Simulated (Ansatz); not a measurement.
`C[O][Al]([NH2])[Cl]` + H–F → `[NH2][Al]([F])[Cl]` + CH₃OH at 500 K and 1 bar (ligand exchange at the Al–O bond).

Calculated with Ansatz (gas phase, PBE0-D4/def2-TZVP geometries, no zero-point term in ΔE). CCSD(T)/CBS adds triple-zeta CCSD(T) − MP2 to the extrapolated MP2 energy (def2 sets, frozen cores). This one scheme is used for every species. One conformer a species, not always the lowest.

| species | CCSD(T)/CBS energy (Eh) | H − E (kJ/mol) | S (J/(mol·K)) |
| --- | --- | --- | --- |
| `C[O][Al]([NH2])[Cl]` | -872.89306 | 232.0 | 435.4 |
| H–F | -100.39570 | 39.4 | 188.7 |
| `[NH2][Al]([F])[Cl]` | -857.68991 | 114.6 | 363.5 |
| CH₃OH | -115.61712 | 157.0 | 265.4 |

H − E and S are ideal-gas, rigid-rotor, harmonic terms from PBE0-D4/def2-TZVP, for one conformer and one mirror image of each species. 1 Eh = 2625.50 kJ/mol, R = 8.31446 J/(mol·K).

Problem. By hand: ΔE, ΔH, ΔS and ΔG.

Solution. ΔE = (-857.68991) + (-115.61712) − (-872.89306) − (-100.39570) = -0.01827 Eh = -48.0 kJ/mol. Δ(H − E) = 114.6 + 157.0 − 232.0 − 39.4 = 0.2, so ΔH = -47.8 kJ/mol. ΔS = 363.5 + 265.4 − 435.4 − 188.7 = 4.8 J/(mol·K). ΔG = -47.8 − 500 × (4.8)/1000 = -50.2 kJ/mol.

Problem. By hand: the equilibrium constant, and the temperature at which ΔG would vanish if ΔH and ΔS stayed fixed.

Solution. log₁₀ K = −ΔG/(RT ln 10) = 5.2. ΔH and −TΔS have one sign here, so there is no such temperature.

The number of gas molecules stays the same, so ΔS is small and ΔH decides. A doubt of 5 kJ/mol in ΔE shifts log₁₀ K by 0.5 here. Other conformers and mirror images would add mixing entropy, several J/(mol·K) or more a flexible species. These are equilibria of isolated gas molecules and say nothing of rates. Largest T1 diagnostic: 0.010 (customary marks: 0.02 for closed shells, 0.045 for open ones).

ΔS is within the doubt of such terms, so its sign, and with it that verdict, could turn.
